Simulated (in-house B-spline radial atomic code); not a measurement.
A fraction x of an electron is removed from 5s in neutral xenon, starting from [Kr] 4d10 5s2 5p6 and keeping the highest spin. Method: non-relativistic LDA exchange-only, spin-polarised, spherical fractional occupations, point nucleus. Calculated with a radial B-spline atomic code at the basis-set limit.

| x | E(x) - E(0) (eV) | 5s down level (eV) |
| --- | --- | --- |
| 0 | 0.0000 | -17.017 |
| 0.11 | 1.9247 | -17.980 |
| 0.14 | ? | ? |
| 0.28 | 5.1098 | -19.496 |
| 0.5 | 9.6188 | -21.502 |
| 0.6 | 11.8153 | -22.429 |
| 0.65 | 12.9484 | -22.896 |
| 0.8 | 16.4885 | -24.309 |
| 0.92 | ? | ? |
| 1 | 21.5408 | - |

(1) What belongs in the row x = 0.14?

(2) What belongs in the row x = 0.92?

(3) Check Janak's theorem between x = 0.28 and 0.5.

Answers

(1) An energy change of 2.4681 eV; 5s down at -18.246 eV.

(2) An energy change of 19.4740 eV; 5s down at -25.452 eV.

(3) The slope of the energy is 20.50 eV; the orbital levels give 20.50 eV (-ε of the emptying orbital, averaged over the two points).
